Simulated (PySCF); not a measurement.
How methods differ on the ionisation energy of Ni²²⁺

Ni²²⁺ [He] 2s2 2p2 [2p1/2^2, M_J = 0] → Ni²³⁺ [He] 2s2 2p1 [2p1/2^1, M_J = 1/2], as a difference of total energies. Computed with PySCF 2.14 in an even-tempered Gaussian basis (17 s from 6.1 bohr⁻², ratio 2.4; 11 p from 7.9 bohr⁻², ratio 2.4; 5 d from 29 bohr⁻², ratio 2.6; 4 f from 43 bohr⁻², ratio 2.6), with the two-component X2C-1e Hamiltonian. Correlated levels: nothing frozen; the 28 highest virtual spinors dropped. "Screened" scales the spin-orbit matrix elements by Boettger's factors to mimic the two-electron term; Breit and QED terms are absent.

```tsv
method	ionisation energy (eV)
GHF (spin-free)	2006.1
GMP2 (spin-free)	2006.0
GHF (screened spin-orbit)	2007.6
GMP2 (screened spin-orbit)	2008.9
```

The labels give the starting determinants; with spin-orbit coupling the two ends relaxed to ⟨J²⟩ = 0.31, ⟨L²⟩ = 1.53, ⟨S²⟩ = 1.53 and ⟨J²⟩ = 0.75, ⟨L²⟩ = 2.00, ⟨S²⟩ = 0.75.

The determinant of Ni²²⁺ mixes levels of different J (the jj label is only the starting occupation), so the difference between spin-free and spin-orbit rows is not the physical spin-orbit shift.

For comparison: 2008.1 ± 1.3 eV (semi-empirical (NIST evaluation); NIST Atomic Spectra Database, ionization energies).
